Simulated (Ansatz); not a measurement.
Basis-set series for `O[SiH](F)[SiH2]F`. The species carries charge 0 and has multiplicity 1. The structure was optimised at the PBE0-D4/def2-TZVP level. It is one conformer, not always the lowest.

```json
{"functional": "PBE0-D4", "basis": "def2-SVP", "functions": "98", "energy (Eh)": "-855.53469", "HOMO (eV)": "-8.15", "LUMO (eV)": "-0.74"}
{"functional": "PBE0-D4", "basis": "def2-TZVPP", "functions": "233", "energy (Eh)": "-856.10590", "HOMO (eV)": "-8.25", "LUMO (eV)": "-1.14"}
{"functional": "ωB97M-V", "basis": "def2-SVP", "functions": "98", "energy (Eh)": "-855.92457", "HOMO (eV)": "-10.19", "LUMO (eV)": "1.17"}
{"functional": "ωB97M-V", "basis": "def2-TZVPP", "functions": "233", "energy (Eh)": "-856.50319", "HOMO (eV)": "-10.33", "LUMO (eV)": "0.62"}
```

Q: Give the rows for def2-QZVPP. (Best estimate.)

A: Computed: 
```
functional       basis  functions  energy (Eh)  HOMO (eV)  LUMO (eV)
   PBE0-D4  def2-QZVPP        431   -856.14214      -8.28      -1.25
   ωB97M-V  def2-QZVPP        431   -856.53709     -10.36       0.40
```

Positive LUMOs are unbound and depend on the basis.
